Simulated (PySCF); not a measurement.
**How methods differ on the ionisation energy of Si+**

Si+ [Ne] 3s2 3p1 (2P) → Si(2+) [Ne] 3s2 (1S), as a difference of total energies. Computed with PySCF 2.14 in aug-cc-pwCVDZ, with no relativity, point nucleus. Correlated levels: nothing frozen. The calculations carry no spin-orbit coupling.

| method | ionisation energy (eV) |
| --- | --- |
| UHF | 15.821 |
| MP2 (all electrons) | 15.978 |
| SCS-MP2 (all electrons) | 15.960 |
| CCSD (all electrons) | 16.093 |
| CCSD(T) (all electrons) | 16.108 |

**Question.** How much does correlation contribute at CCSD(T) (all electrons)?

**Answer.** 16.108 − (15.821) = 0.287 eV, measured against UHF.

Errors of the correlated levels include the incompleteness of this basis.

For comparison: 16.322 eV (measured; NIST levels, between the centres of gravity of the two terms).
